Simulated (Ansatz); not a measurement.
Start from `CSC(C)(F)F` and change one atom or group to get `CC(F)(F)[SiH3]`.

Ansatz, PBE0-D4/def2-TZVP geometries, multiplicity 1. Each molecule was computed in one conformer, which needn't be the lowest.

```csv
property,`CSC(C)(F)F`
HOMO–LUMO gap (PBE0/def2-TZVPP) / eV,7.46
HOMO energy (B3LYP/def2-TZVPP) / eV,-6.76
size of the dipole moment (ωB97M-V/def2-TZVPP) / D,2.84
size of the dipole moment (B3LYP/def2-TZVPP) / D,2.84
LUMO energy (PBE0/def2-TZVPP) / eV,0.48
HOMO–LUMO gap (B3LYP/def2-TZVPP) / eV,6.95
```

Question: What does the change do to each property? (Best estimate.)

Answer: The calculation gave: 
```tsv
property	`CC(F)(F)[SiH3]`	shift
HOMO–LUMO gap (PBE0/def2-TZVPP) / eV	8.92	1.46
HOMO energy (B3LYP/def2-TZVPP) / eV	-8.36	-1.60
size of the dipole moment (ωB97M-V/def2-TZVPP) / D	2.07	-0.77
size of the dipole moment (B3LYP/def2-TZVPP) / D	2.06	-0.78
LUMO energy (PBE0/def2-TZVPP) / eV	0.37	-0.11
HOMO–LUMO gap (B3LYP/def2-TZVPP) / eV	8.49	1.54
```

With PBE0 the HOMO falls by 1.56 eV and the LUMO falls by 0.11 eV, so the gap widens by about 1.45 eV. PBE moves the HOMO by -1.34 eV and ωB97M-V by -1.61 eV. The zero-point energy changes by -38.4 kJ/mol with -3 modes. Dipoles are sizes alone; their direction can turn.

Positive LUMOs are unbound, so they and the gaps depend on the basis.

B3LYP here is the variant with VWN-RPA as its local correlation; programs differ in this.
